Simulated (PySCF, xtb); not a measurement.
B(OH)(NH2)2 (BH5N2O), SMILES OB(N)N. The values are those of a single conformer.

Harmonic wavenumbers (cm⁻¹) from GFN2-xTB run with xtb 6.7.1 at its own minimum, in rising order: 188, 292, 339, 376, 410, 460, 469, 525, 792, 840, 860, 977, 1297, 1385, 1526, 1544, 3532, 3548, 3576, 3594, 3669.

Problem. What does PySCF with PBE0-D3(BJ)/def2-SVP give at its own minimum? (Estimate from the structure and the level; the computed values follow.)

Solution. 32, 128, 271, 376, 423, 439, 519, 634, 829, 868, 910, 1011, 1422, 1434, 1594, 1606, 3665, 3674, 3768, 3785, 3960. Paired by order, the mean absolute difference is 94 cm⁻¹ and the zero-point energies are 43.2 and 44.8 kcal/mol.
